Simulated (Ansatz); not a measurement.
Ansatz (a quantum-chemistry and plane-wave program) input:

Ansatz 0.2 input:
```yaml
crystal:
  periodic: [false, false, false]
  atoms:
    - {symbol: Fe, position_ang: [-0.11859684, 0.22084578, -0.72992590]}
    - {symbol: Cl, position_ang: [-0.32568444, 2.13491057, -1.32612671]}
    - {symbol: S, position_ang: [0.19098277, -0.55839554, 1.31342288]}
    - {symbol: H, position_ang: [0.21679303, -1.79858333, 0.81380533]}
basis:
  gaussian:
    orbitals: def2-TZVP
hamiltonian:
  xc: b3lyp
  dispersion: d3bj
magnetization: {spin_polarized: true, initial_magnetization: 4}
relax: {f_tol: 0.002, max_steps: 150}
```

Problem. Which total energy does the run end on?

Solution. -2122.90305 Eh (B3LYP-D3(BJ)/def2-TZVP). The basis has 125 functions.

The spin state was set by rule; other spins were not relaxed.
